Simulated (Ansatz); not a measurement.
C$_{2}$H$_{8}$InNO$_{2}$ (`C[O][In]([NH2])[O]C`), one more setting.

```yaml
crystal:
  periodic: [false, false, false]
  atoms:
    - {symbol: C, position_ang: [-0.942988, -1.651689, 2.057526]}
    - {symbol: O, position_ang: [-0.877605, -1.854329, 0.666967]}
    - {symbol: In, position_ang: [-0.108484, -0.496626, -0.536603]}
    - {symbol: N, position_ang: [-0.056178, -0.713337, -2.536536]}
    - {symbol: O, position_ang: [0.359894, 1.181899, 0.412322]}
    - {symbol: C, position_ang: [0.861215, 2.306068, -0.258289]}
    - {symbol: H, position_ang: [-0.024082, -1.985834, 2.556662]}
    - {symbol: H, position_ang: [-1.773602, -2.244282, 2.456914]}
    - {symbol: H, position_ang: [-1.111416, -0.604913, 2.338925]}
    - {symbol: H, position_ang: [-0.011647, -1.671371, -2.856293]}
    - {symbol: H, position_ang: [0.666002, -0.182616, -3.004022]}
    - {symbol: H, position_ang: [0.194954, 2.665126, -1.055692]}
    - {symbol: H, position_ang: [1.850192, 2.129563, -0.705886]}
    - {symbol: H, position_ang: [0.973726, 3.122370, 0.464006]}
basis:
  gaussian: {orbitals: STO-3G, fitting: {mean_field: cc-pVTZ-jkfit}, final_grid: {core_spheres: 20, valence_spheres: 16, degree: 47}}
hamiltonian: {xc: {name: PBE-QIDH}}
accuracy: high
output: {forces: true}
```

```sh
$ ansatz run in.yaml --threads 8 --pin off --events-out ev --progress --plain --max-ram 18278MiB
```

Output, abridged:

```
Functional definition: PBE-QIDH
Error: <dir> the basis set cc-pVTZ-JKFIT has no functions for In
```
